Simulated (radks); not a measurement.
Question: Pd3+, configuration [Kr] 4d5 5s1 5p1 (not the ground configuration). All-electron calculation, scalar-relativistic Kohn-Sham, PBE, spin-polarised, spherical densities, finite nucleus; open shells are filled with parallel spins first (spin-orbit coupling, left out, can overturn this in heavy ions); Fermi nuclear charge, rms radius 4.5318 fm. Program: a radial shooting solver on a logarithmic mesh with Libxc functionals. Some entries of the table are withheld. Estimate them.

orbital,occ.,eigenvalue (eV),<r^2> (bohr^2)
1s up,1,-24219.78,0.001371
1s down,1,-24219.70,0.001371
2s up,1,-3584.363,0.02256
2s down,1,-3583.241,0.02256
2p up,3,-3219.238,0.01777
2p down,3,-3218.365,0.01777
3s up,1,-691.3001,0.1646
3s down,1,-690.6844,0.1644
3p up,3,-571.3727,0.1665
3p down,3,-570.6701,0.1663
3d up,5,-381.1247,0.1525
3d down,5,-380.0687,0.1522
4s up,1,-139.7004,0.9751
4s down,1,-134.8539,0.9677
4p up,3,-104.5835,1.154
4p down,3,-99.5405,1.147
4d up,5,-53.1762,1.769
4d down,0,-47.9928,1.783
5s up,1,-36.3683,(1)
5s down,0,-32.1442,(2)
5p up,1,-27.8840,7.365

Answer: 
(1) 5s up <r^2> (bohr^2): 5.589
(2) 5s down <r^2> (bohr^2): 5.689
